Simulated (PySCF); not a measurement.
## Does the structure fit the spectrum?

A compound C$_{6}$H$_{9}$F$_{2}$NO gives the data below (simulated from a calculation) and was assigned the structure `O=C1C[C@H](C(F)F)CCN1`.

13C{1H} NMR (computed): δ 177.1 (C), 79.0 (CH), 75.5 (CH), 38.4 (CH), 31.9 (CH), 21.4 (CH3).

1H NMR (600 MHz, computed): δ 5.85 (m, 1H), 4.89 (m, 1H), 4.81 (br, 1H), 4.38 (br, 1H), 2.38 (m, 1H), 1.50 (d, 3H), 1.27 (m, 1H).

[PySCF 2.14: shielding tensors at PBE0/pcSseg-1 (GIAO); geometry: GFN2-xTB; no solvent; no relativistic terms; equivalent nuclei averaged; single conformer]

Shifts are taken against calculated references (same method and geometry level): 1H (σ = 31.72 ppm), 13C (σ = 186.93 ppm) vs TMS.

(1) Compare with the shifts computed for the proposed structure, pairing carbons in order of shift.

(2) Which isomer fits?

Results:

(1) Structure with atom numbers: `[O:1]=[C:2]1[CH2:3][C@H:4]([CH:5]([F:6])[F:7])[CH2:8][CH2:9][NH:10]1`; H(Xn) means a hydrogen on atom n.

```
atom  computed for proposal  given list  difference
  C2                  167.3       177.1        -9.8
  C5                  123.3        79.0       +44.3
  C9                   41.5        75.5       -34.0
  C4                   40.6        38.4        +2.2
  C3                   34.5        31.9        +2.6
  C8                   25.8        21.4        +4.4
```

The rms difference is 23.3 ppm and the largest +44.3 ppm at C5 (sp3 CH bonded to 2 F). The carbon types in order of shift don't match either: C, CH, CH2, CH, CH2, CH2 for the proposal against C, CH, CH, CH, CH, CH3 in the data. The proposal doesn't fit.

(2) SMILES C[C@@H](C(N)=O)C1[C@@H](F)[C@@H]1F.

Carbon types of the structure: 1 × C, 4 × CH, 1 × CH3, leaving 2 H on heteroatoms. δC 177.1: amide carbonyl carbon; it is a carbonyl in resonance with an O or N lone pair, the region of acids, esters and amides. δC 79.0, 75.5, 31.9: three-membered-ring carbon. δH 5.85, 4.89, 1.27: hydrogen on a three-membered-ring carbon. δH 2.38: hydrogen on an sp3 CH α to a carbonyl; α to C=O.

This is the structure that produced the data.

OH/NH shifts are gas-phase values; hydrogen bonding in solution moves them, usually downfield. Rotation about the amide-type C–N bond is slow at room temperature, so the two groups on nitrogen are listed apart. Splittings by 19F in the carbon and heteronuclear signals aren't shown, as no couplings were computed. Shifts are as computed. Against solution values, carbons near 30 ppm lie about +3 ppm off and those near 130 ppm about +5 ppm. Of 1211 compounds with measured shifts, 218 miss one by over three times the rms of a fit or turn the order of signals round; such compounds aren't used in these exercises. The C=O carbon of an acid or of an amide with N–H lies up to 10 ppm further downfield in solution, through hydrogen bonding that the calculation lacks. Multiplicities follow the n + 1 count of equivalent neighbours, as no J values were calculated; m marks all less simple cases, F and P coupling included.
